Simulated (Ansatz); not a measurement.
Consider the redistribution: `CO[Si](O)(F)Cl` + `NBCBr` → `CO[Si](O)(Cl)Br` + `NBCF`.

Computed with Ansatz on PBE0-D4/def2-TZVP structures; ΔE is electronic, products minus reactants. CCSD(T)/CBS is the MP2 limit (def2-TZVPP, def2-QZVPP) plus CCSD(T) − MP2 in def2-TZVPP, frozen cores. DFT in def2-TZVPP. B3LYP here is the variant with VWN-RPA as its local correlation; programs differ in this. For Br outer-core shells are correlated without core-valence functions, which leaves a few kJ/mol of doubt a bond. Scalar relativity is left out up to krypton. Each species was taken in one conformer, which may not be the lowest.

`CO[Si](O)(F)Cl`:

Z-matrix (Å, degrees):
```
C
O 1 1.417
H 1 1.093 2 111.1
H 1 1.090 2 107.7 3 -119.4
H 1 1.093 2 110.8 3 121.6
Si 2 1.604 1 125.8 3 -52.1
F 6 1.587 2 111.5 1 -69.8
O 6 1.620 2 109.2 1 50.4
Cl 6 2.024 2 108.0 1 173.4
H 8 0.958 6 119.1 2 -173.7
```

`NBCBr`:

```xyz
9

N     0.669    1.045    0.723
B    -0.470    0.390    0.300
C    -0.424   -0.886   -0.618
Br    1.371   -1.474   -1.113
H     1.590    0.730    0.456
H     0.656    1.860    1.309
H    -1.547    0.798    0.637
H    -0.951   -0.720   -1.559
H    -0.894   -1.744   -0.134
```

`CO[Si](O)(Cl)Br`:

```xyz
10

C    -0.686    1.484    0.296
O    -0.620    0.230   -0.355
Si    0.575   -0.848   -0.242
O     0.233   -2.147   -1.139
Cl    2.319   -0.086   -0.944
Br    0.845   -1.394    1.886
H    -0.653    1.362    1.383
H     0.138    2.130   -0.018
H    -1.630    1.952    0.018
H    -0.521   -2.682   -0.885
```

`NBCF`:

Z-matrix (Å, degrees):
```
C
B 1 1.572
F 1 1.398 2 112.4
H 1 1.097 2 111.3 3 120.7
H 1 1.097 2 111.3 3 -120.7
N 2 1.382 1 119.5 3 0.0
H 2 1.199 1 120.1 3 180.0
H 6 1.004 2 124.1 1 180.0
H 6 1.008 2 121.3 1 -0.0
```

| level | ΔE (kJ/mol) |
| --- | --- |
| PBE-D4 | 85.5 |
| ωB97X-V | 91.6 |
| B2PLYP | 100.8 |
| B3LYP | 96.7 |
| CCSD(T)/def2-TZVPP | 104.4 |
| HF/def2-QZVPP | 104.2 |
| MP2/def2-QZVPP | 105.7 |
| SCS-MP2/def2-QZVPP | 105.4 |

Q: What does CCSD(T)/CBS give? (Estimate.)

A: Ansatz gave: +101.7 kJ/mol. The listed levels differ from it by -16.2, -10.1, -0.9, -5.0, 2.7, 2.5, 4.0, 3.7 kJ/mol.

Largest T1 diagnostic among the species: 0.012.

From PBE to PBE0 (25 % exact exchange), in def2-TZVPP and without D4, ΔE moves by +3.8 kJ/mol. The D4 term adds −3.3 kJ/mol with B3LYP and −1.9 kJ/mol with PBE0; it sums over pairs of atoms, weighted by their polarisabilities, and B3LYP, whose exchange is more repulsive, gets the larger term.

CCSD(T)/CBS has its own doubt, a few kJ/mol and more with outer-core shells, so smaller differences from it don't rank the levels.
